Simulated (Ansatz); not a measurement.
Ansatz results at the PBE0-D4/def2-TZVP geometry: size of the dipole moment (B3LYP/def2-TZVPP) 1.28 D; HOMO–LUMO gap (PBE0/def2-TZVPP) 5.34 eV; HOMO energy (PBE/def2-TZVPP) -5.76 eV.

Each molecule was computed in one conformer, which needn't be the lowest.

Problem. Which molecule gave them?
A. `O=C[SiH](O)O`
B. `C=NC(F)O[SiH3]`
C. `N#CC(F)CO`
D. `O[Si]1(O)CO1`

Solution. A. The others give `O[Si]1(O)CO1`: 1.45, 7.74, -6.12; `N#CC(F)CO`: 2.40, 8.38, -7.19; `C=NC(F)O[SiH3]`: 2.12, 7.02, -6.76.

B3LYP here is the variant with VWN-RPA as its local correlation; programs differ in this.
